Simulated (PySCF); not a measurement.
C4H9B, SMILES C=CBCC. Atoms are numbered in the order given.

```xyz
14

B     -0.6951     0.7584     0.5797
H     -1.3598     1.6311     1.1071
C      0.8425     1.0512     0.4968
C      1.8248     0.1130    -0.1905
H      1.1106     1.1604     1.5707
H      0.9605     2.0881     0.1275
H      1.6757     0.0958    -1.2817
H      1.7221    -0.9223     0.1702
H      2.8685     0.4186    -0.0177
C     -1.4635    -0.5142     0.1256
C     -1.0747    -1.3444    -0.8581
H     -2.4503    -0.7075     0.5678
H     -1.7038    -2.1727    -1.2042
H     -0.1228    -1.2172    -1.3809
```

Coordinates come from a PBE0-D3(BJ)/def2-SVP optimisation. The structure was generated by enumeration, and PubChem lists no compound with its InChIKey, so it may never have been made. One conformer was computed; it need not be the lowest.

The numbers are results of PBE/pcSseg-1 run with PySCF, not measurements.

GIAO shieldings, no solvent; atoms listed in one row are averaged. δ = σ(ref) − σ: ¹¹B against BF3 (σ = 83.9 ppm); ¹H against TMS (σ = 31.49 ppm); ¹³C against TMS (σ = 182.0 ppm), references at their B3LYP-D3(BJ)/def2-TZVP geometries, non-relativistic.

Problem. Estimate the chemical shifts. (An estimate is asked for; the answer gives what the named calculation found.)

Solution. 
```csv
nucleus,atoms,count,δ (ppm)
¹¹B,B1,1,62.3
¹H,H12,1,7.58
¹H,H2,1,7.13
¹H,H14,1,6.98
¹H,H13,1,6.88
¹H,H6,1,2.59
¹H,H5,1,1.94
¹H,"H7, H8, H9",3,1.55
¹³C,C10,1,153.4
¹³C,C11,1,151.6
¹³C,C3,1,32.5
¹³C,C4,1,14.6
```
